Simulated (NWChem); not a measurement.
Species: C$_{3}$H$_{5}$ cation

```xyz
8

C     -1.1916     0.0000     0.2115
C      0.0000     0.0000    -0.4943
C      1.1916     0.0000     0.2115
H     -2.1547     0.0000    -0.2966
H     -1.2062     0.0000     1.3007
H      0.0000     0.0000    -1.5809
H      2.1547     0.0000    -0.2966
H      1.2062     0.0000     1.3007
```
Atoms are numbered in this order, from 1.

The geometry was optimised at B3LYP/6-31G* (spherical d). B3LYP is NWChem's, with the RPA form of VWN correlation.

Symmetry labels are those of C2v in the frame above (b1 and b2, or b-type labels, depend on it).

**Question.** List the 4 lowest vertical singlet excitations and the 4 lowest triplet ones from B3LYP/def2-SVP, TDA (NWChem).

**Answer.** 
| state | energy (eV) | oscillator strength | symmetry | leading excitation (squared amplitude) |
|---|---|---|---|---|
| S1 | 5.01 | 0.000 | a2 | HOMO−1 → LUMO (1.00) |
| S2 | 5.48 | 0.000 | b2 | HOMO−2 → LUMO (1.00) |
| S3 | 6.55 | 0.624 | b1 | HOMO → LUMO (0.93) |
| S4 | 7.11 | 0.003 | b2 | HOMO−3 → LUMO (0.99) |
| T1 | 2.63 | spin-forbidden | b1 | HOMO → LUMO (1.00) |
| T2 | 4.64 | spin-forbidden | a2 | HOMO−1 → LUMO (0.98) |
| T3 | 4.84 | spin-forbidden | b2 | HOMO−2 → LUMO (0.99) |
| T4 | 6.43 | spin-forbidden | b2 | HOMO−3 → LUMO (0.97) |
